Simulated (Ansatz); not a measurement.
Gas-phase reaction in SMILES: [SiH3]O[SiH](Cl)Cl → Cl[SiH]Cl + [O][SiH3] (the O-Si bond at the site shown breaks; other sites are not compared here)
Geometries: B3LYP-D3(BJ)/def2-TZVP minima from Ansatz (a first-principles code), one conformer each, not searched for the lowest.

Quantity: bond dissociation energy (electronic energy difference), in eV. Correlated levels leave the core frozen unless marked. UHF or UKS for open shells. No spin-orbit coupling. Non-relativistic. CBS(X,Y): correlation extrapolated as X^-3; Hartree-Fock from the larger set. The bracket is a focal-point correction in the basis named.

| level | program | bond dissociation energy (eV) |
|---|---|---|
| HF/aug-cc-pV(D+d)Z | Ansatz | 4.42 |
| HF/cc-pVTZ | Ansatz | 4.64 |
| PBE0-D4/def2-TZVP | Ansatz + dftd4 | 5.72 |
| B2PLYP-D4/def2-TZVPD | Ansatz + dftd4 | 5.92 |
| MP2/STO-3G | Ansatz | 4.46 |
| CCSD(T)/aug-cc-pV(T+d)Z | Ansatz | 6.02 |
| RI-MP2/CBS(aug-cc-pV(T+d)Z,aug-cc-pV(Q+d)Z)+[CCSD(T)-MP2]/aug-cc-pV(T+d)Z | Ansatz | 6.15 |
